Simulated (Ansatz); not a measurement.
`F[Si]1([GeH3])CO1` + `CN[SiH2]O` → `C[N]([GeH3])[SiH2]O` + `F[SiH]1CO1`  (cleavage of the Ge–Si bond)

Calculated with Ansatz (gas phase, PBE0-D4/def2-TZVP geometries, no zero-point term in ΔE). CCSD(T)/CBS adds triple-zeta CCSD(T) − MP2 to the extrapolated MP2 energy (def2 sets, frozen cores). DFT in def2-TZVPP. For Ge outer-core shells are correlated without core-valence functions, which leaves a few kJ/mol of doubt a bond. Scalar relativity is left out up to krypton. One conformer a species, not always the lowest.

```json
{"level": "ωB97X-V", "ΔE (kJ/mol)": "10.8"}
{"level": "r2SCAN", "ΔE (kJ/mol)": "18.8"}
{"level": "SCS-MP2/def2-TZVPP", "ΔE (kJ/mol)": "-3.7"}
{"level": "SCS-MP2/def2-QZVPP", "ΔE (kJ/mol)": "-1.9"}
```

Problem. What does CCSD(T)/CBS give? (Estimate.)

Solution. Ansatz gave: +7.5 kJ/mol. The listed levels differ from it by 3.3, 11.3, -11.2, -9.4 kJ/mol.

Largest T1 diagnostic among the species: 0.013.

The D4 term adds −6.1 kJ/mol with B3LYP and −3.3 kJ/mol with PBE0; it sums over pairs of atoms, weighted by their polarisabilities, and B3LYP, whose exchange is more repulsive, gets the larger term. From PBE to PBE0 (25 % exact exchange), in def2-TZVPP and without D4, ΔE moves by −5.1 kJ/mol.

B3LYP here is the variant with VWN-RPA as its local correlation; programs differ in this.
